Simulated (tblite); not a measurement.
Compound: C6H10OSi2.
Numbering: `[CH3:1][C:2]#[C:3][SiH2:4][C:5]#[C:6][SiH2:7][O:8][CH3:9]` (hydrogens: H10, H11, H12 on C1; H13, H14 on Si4; H15, H16 on Si7; H17, H18, H19 on C9)

Computed with GFN2-xTB (tblite), gas phase: L-BFGS steps from a force-field or distance-geometry start until the largest atomic force falls under 0.01 eV/Å.

Geometry at step 5:
```
atom  x, y, z in Å
C1     -4.0108   -1.7217    0.6463
C2     -3.2220   -0.5074    0.5474
C3     -2.5579    0.4945    0.4643
Si4    -1.5663    2.0604    0.3467
C5      0.2043    1.6890   -0.1382
C6      1.3497    1.4545   -0.4504
Si7     3.1152    1.0767   -0.9263
O8      3.7024   -0.1560   -0.0388
C9      3.1726   -1.4463   -0.0665
H10    -4.7774   -1.7555   -0.1298
H11    -3.3778   -2.5988    0.5366
H12    -4.5077   -1.7822    1.6161
H13    -1.5757    2.7547    1.6355
H14    -2.1555    2.9510   -0.6694
H15     3.9702    2.2257   -0.7189
H16     3.1537    0.6484   -2.3285
H17     3.7548   -2.1169    0.5698
H18     2.1421   -1.4280    0.2856
H19     3.1762   -1.8329   -1.0829
```

Q: Give the atomic forces at this geometry.

A: 
| atom | Fx (eV/Å) | Fy (eV/Å) | Fz (eV/Å) |
| --- | --- | --- | --- |
| C1 | -0.079 | 0.065 | 0.030 |
| C2 | -0.127 | -0.215 | 0.004 |
| C3 | 0.216 | 0.227 | -0.034 |
| Si4 | 0.156 | -0.092 | -0.196 |
| C5 | -0.520 | -0.001 | 0.141 |
| C6 | 0.280 | -0.051 | -0.116 |
| Si7 | -0.349 | -0.003 | -0.180 |
| O8 | 0.174 | 0.057 | 0.166 |
| C9 | -0.067 | 0.009 | 0.069 |
| H10 | 0.059 | 0.104 | -0.018 |
| H11 | 0.134 | -0.031 | -0.029 |
| H12 | 0.045 | 0.094 | 0.008 |
| H13 | 0.043 | -0.042 | 0.152 |
| H14 | 0.031 | -0.117 | -0.038 |
| H15 | 0.184 | -0.019 | 0.270 |
| H16 | -0.138 | 0.021 | -0.143 |
| H17 | 0.088 | 0.217 | 0.006 |
| H18 | -0.146 | -0.084 | 0.081 |
| H19 | 0.016 | -0.137 | -0.172 |

The largest, 0.54 eV/Å, acts on C5; the rms over all components is 0.147 eV/Å. The forces sum to zero within rounding, as they must for an isolated molecule in no field.

Q: Give the force on C5 in Eh/bohr and in nN.

A: 0.539 eV/Å ÷ 51.422 = 0.01048 Eh/bohr, and 0.539 eV/Å × 1.602 = 0.86 nN.

Q: How far is this geometry from the end of the optimisation?

A: 0.088 eV above it, and 0.101 Å rms away after alignment. The bonds farthest from their final lengths, with half the difference of the two atoms' forces along the bond (positive lengthens):

```
   bond  now (Å)  final (Å)  force along bond (eV/Å)
 Si4–C5    1.873      1.853                    -0.37
 C3–Si4    1.857      1.846                    -0.15
 C6–Si7    1.867      1.856                    -0.29
Si7–H15    1.447      1.456                    +0.18
 C9–H19    1.087      1.094                    +0.14
Si4–H13    1.464      1.470                    +0.17
```

The angle farthest from its final value is O8–Si7–H15, 108.1° against 99.1°.

Of the 3 listed bonds off by 0.010 Å or more, this force points towards the final length in 3.

What follows is the cost of the whole relaxation. Time: 0.84 s wall. Hardware: one thread of an Arm Neoverse N1, on a shared host.
